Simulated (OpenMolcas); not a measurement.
An atom or ion with 48 electrons was computed by MS-CASPT2, IPEA 0.25 Eh, imaginary shift 0.1 Eh with spin-orbit coupling (OpenMolcas, ANO-RCC-VQZP, DKH2). The lowest levels that the run gave, each within 12 % of the measured value where one is at hand:

```csv
J,Parity,E (cm-1),g
0,even,0.0,
0,odd,65120,
1,odd,67050,1.496
2,odd,71830,1.501
1,odd,94600,1.006
0,even,153000,
1,even,156460,1.501
2,even,157650,1.246
2,even,163740,1.255
0,even,182360,
```

Question: Which ion is it, and what are the configurations and terms?

Answer: Sb³⁺ (Z = 51, charge +3; active space 2 electrons in 4 orbitals (5s 5p)). J, parity and g give the terms where levels are pure, and mixed ones are named by the computed weights; the size of the splittings, set against known spectra of the 48-electron sequence, gives the charge. In order, with the measured energies in cm-1 (Moore, Atomic Energy Levels, vol. III, NSRDS-NBS 35 (1971 reprint of NBS Circular 467, 1958)): 5s2 1S0, 5s 5p 3P* 0, 5s 5p 3P* 1 (66700), 5s 5p 3P* 2 (72560), 5s 5p 1P* 1 (95952), 5p2 3P0 (152076), 5p2 3P1 (156388), 5p2 1D2 [51 %], 5p2 3P2 [51 %], 5p2 1S0.

CASPT2 breaks the degeneracy within a term, and the mean is taken; among the terms shown or strongly mixed into the levels shown the widest spread is 17 cm-1 (5p2 1D). Over all roots computed the reference weight is 0.89 to 0.95; the roots of lowest weight are the least certain, and an intruder state may touch them. The ¹D term of p² mixes with s d, which this space lacks. Measured partners are found by configuration, term and J. A level has none where our copy of the source lacks it or the pairing is in doubt (some pairs that miss far off the trend of their configuration count as doubtful), and it then counts in no deviation. Levels of configurations outside the active space are missing.

A share in square brackets marks a mixed level and gives the weight of the term that names it. * marks odd parity.
